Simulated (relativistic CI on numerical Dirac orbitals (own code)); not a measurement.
Hyperfine structure of Ar, mass number 39

Method of calculation: Dirac-Coulomb-Breit CI, KLI orbitals optimised for each configuration, model QED (radiative potential, 1s self-energy scaled to tabulated hydrogen-like ionisation energies), valence Slater integrals scaled by 0.85, P86 correlation energy added to each configuration (own radial code, finite nucleus).

Configuration list (outside the closed core [Ne]): 3s2 3p6, 3s2 3p5 4s, 3s2 3p5 4p, 3s2 3p5 3d, 3s2 3p5 5s, 3s2 3p5 5p, 3s2 3p5 4d, 3s2 3p5 4f, 3s2 3p5 5d, 3s2 3p5 5f, 3s2 3p5 5g, 3s 3p6 3d. Double excitations out of closed p, d and f shells are left out; levels of such configurations are missing from the list, as are those of other unlisted configurations, and high levels can miss mixing partners.

Nuclear spin I = 7/2, μ = -1.59 μN, Q = -0.116 b (tables of Stone and Pyykkö). The electronic factors are computed for point nuclear moments, without core polarisation; leaving it out makes A of s and p electrons in near-neutral atoms 20 to 40 % too small, and it can dominate for d and f shells.

```json
{"Level": "3s2 3p5 4s 3P°_2", "E (cm⁻¹)": "92989.4", "A (MHz)": "-260.9", "B (MHz)": "117"}
{"Level": "3s2 3p5 4s 3P°_1", "E (cm⁻¹)": "93594.5", "A (MHz)": "-305.1", "B (MHz)": "-21.5"}
{"Level": "3s2 3p5 4s 1P°_1", "E (cm⁻¹)": "95233.8", "A (MHz)": "-716.5", "B (MHz)": "80.1"}
{"Level": "3s2 3p5 4p 3D_3", "E (cm⁻¹)": "104318.5", "A (MHz)": "-128", "B (MHz)": "114"}
{"Level": "3s2 3p5 4p 3D_2", "E (cm⁻¹)": "104477.0", "A (MHz)": "-192.9", "B (MHz)": "99.1"}
{"Level": "3s2 3p5 4p 3P_2", "E (cm⁻¹)": "105027.6", "A (MHz)": "-153", "B (MHz)": "51.6"}
{"Level": "3s2 3p5 4p 3D_1", "E (cm⁻¹)": "105979.1", "A (MHz)": "-498.1", "B (MHz)": "-31.7"}
{"Level": "3s2 3p5 4p 3P_1", "E (cm⁻¹)": "106300.2", "A (MHz)": "113.6", "B (MHz)": "-1.09"}
```

Levels with J = 0, under 50 % of one LS term, or S terms without an open s electron are left out. Small factors come from cancelling terms and can be off by tens of per cent or more.

Correlation outside the listed configurations is missing or only estimated: errors of thousands of cm⁻¹ between configurations and terms are usual at this charge. Rates and lifetimes follow the computed energies and can be off by large factors. The fine structure of a lone outer electron comes out too small, for d and f at times inverted, and misplaced configurations move strength between like terms. 30 of the 30 excited levels that our extract of the measured tables holds in this range could be paired (the sources list more); they are missed by 669 cm⁻¹ on average and 1210 at most, and levels without a partner can miss by more.

Problem. Give the hyperfine levels of 3s2 3p5 4s 3P°_2 relative to its centre of gravity.

Solution. With K = F(F + 1) − I(I + 1) − J(J + 1), E = AK/2 + B[¾K(K + 1) − I(I + 1)J(J + 1)]/[2I(2I − 1)J(2J − 1)]: F = 3/2: 2411, F = 5/2: 1706, F = 7/2: 749.3, F = 9/2: -431, F = 11/2: -1797 MHz.

LS names give the leading component of a level, which can be under half, so a name can repeat, a term be missing and a line seem to break the LS rules.
